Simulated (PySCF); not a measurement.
# Assigning NMR signals

Bonds (- single, = double, # triple, : aromatic): C1-Si2, Si2-Si3, Si3-C4, C4-Si5, Si5-C6, C6-C7, C7#N8, C6-Si3. C1 carries H9, H10, H11; Si2 carries H12, H13; Si3 carries H14; C4 carries H15, H16; Si5 carries H17, H18; C6 carries H19. Stereochemistry as in C[SiH2][Si@@H]1C[SiH2][C@@H]1C#N. H15, H17 are cis to Si2 on the ring; H13 is pro-R; H12 is pro-S; H16, H18 are trans to Si2 on the ring.

[PySCF 2.14: coordinates at the GFN2-xTB level; GIAO PBE0/pcSseg-1 shieldings; single conformer; isolated molecule; no relativistic terms; fast rotation and ring inversion assumed for equivalent nuclei]

Referencing at the same level of theory: TMS for ¹³C and ¹H.

Problem. Assign these signals to the numbered atoms. ¹³C{¹H} NMR (computed): δ 126.6 (C), -3.0 (CH), -7.1 (CH2), -11.1 (CH3).

Solution. 
```tsv
δ (ppm)	atoms	environment	reason
126.6	C7	nitrile carbon	C≡N carbons fall here, among the sp2 signals but without a proton
-3.0	C6	sp3 CH bonded to 2 Si, α to a nitrile	an electropositive neighbour leaves it electron-rich and shielded
-7.1	C4	sp3 CH2 bonded to 2 Si	an electropositive neighbour leaves it electron-rich and shielded
-11.1	C1	methyl carbon bonded to Si	an electropositive neighbour leaves it electron-rich and shielded
```

Problem. Assign these signals to the numbered atoms. ¹H NMR (400 MHz, computed): δ 5.25 (m, 1H), 5.16 (m, 1H), 5.10 (m, 1H), 4.18 (m, 1H), 4.05 (m, 1H), 1.92 (m, 1H), 0.85 (m, 1H), 0.81 (m, 3H), 0.55 (m, 1H).

Solution. 
5.25 → H14, hydrogen on a silicon bonded to 2 C, Si, in a 4-membered ring
5.16 → H18, hydrogen on a silicon bonded to 2 C, in a 4-membered ring
5.10 → H17, hydrogen on a silicon bonded to 2 C, in a 4-membered ring
4.18 → H13, hydrogen on a silicon bonded to C, Si
4.05 → H12, hydrogen on a silicon bonded to C, Si
1.92 → H19, hydrogen on an sp3 CH bonded to 2 Si, α to a nitrile
0.85 → H16, hydrogen on an sp3 CH2 bonded to 2 Si: an electropositive neighbour shields it, as in TMS itself
0.81 → H9/H10/H11, hydrogen on a methyl carbon bonded to Si: an electropositive neighbour shields it, as in TMS itself
0.55 → H15, hydrogen on an sp3 CH2 bonded to 2 Si: an electropositive neighbour shields it, as in TMS itself

H14 and H18; H18 and H17; H16 and H9/H10/H11 lie closer than the usual error of such a calculation, so a measured spectrum could show them in the other order.

Shifts are as computed. Against solution values, carbons near 30 ppm lie about +3 ppm off and those near 130 ppm about +5 ppm. Of 1211 compounds with measured shifts, 218 miss one by over three times the rms of a fit or turn the order of signals round; such compounds aren't used in these exercises. Multiplicities follow the n + 1 count of equivalent neighbours, as no J values were calculated; m marks all less simple cases, F and P coupling included.
